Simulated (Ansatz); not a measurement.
`[BH2][AlH][O][SiH2]C` + `CN[SiH3]` → `[BH2][AlH][N](C)[SiH3]` + `C[SiH2]O`  (ligand exchange at the Al–O bond)

Gas-phase electronic energies from Ansatz, PBE0-D4/def2-TZVP geometries. CCSD(T)/CBS adds triple-zeta CCSD(T) − MP2 to the extrapolated MP2 energy (def2 sets, frozen cores). This one scheme is used for every species. Functionals use def2-TZVPP. One conformer a species, not always the lowest.

```json
{"species": "`[BH2][AlH][O][SiH2]C`", "r2SCAN energy (Eh)": "-674.90677"}
{"species": "`CN[SiH3]`", "r2SCAN energy (Eh)": "-386.52710"}
{"species": "`[BH2][AlH][N](C)[SiH3]`", "r2SCAN energy (Eh)": "-654.95635"}
{"species": "`C[SiH2]O`", "r2SCAN energy (Eh)": "-406.45334"}
```

**Question.** Work out ΔE.

**Answer.** ΔE = (-654.95635) + (-406.45334) − (-674.90677) − (-386.52710) = 0.02418 Eh = +63.5 kJ/mol. CCSD(T)/CBS gives +61.7 kJ/mol.

Largest T1 diagnostic among the species: 0.012.

In def2-TZVPP, CCSD(T) changes the Hartree–Fock value by −25.9 kJ/mol (the triples alone add −4.7 kJ/mol) and MP2 by −26.6 kJ/mol. From PBE to PBE0 (25 % exact exchange), in def2-TZVPP and without D4, ΔE moves by +4.1 kJ/mol. The D4 term adds −6.2 kJ/mol with B3LYP and −3.2 kJ/mol with PBE0; it sums over pairs of atoms, weighted by their polarisabilities, and B3LYP, whose exchange is more repulsive, gets the larger term.

B3LYP here is the variant with VWN-RPA as its local correlation; programs differ in this.
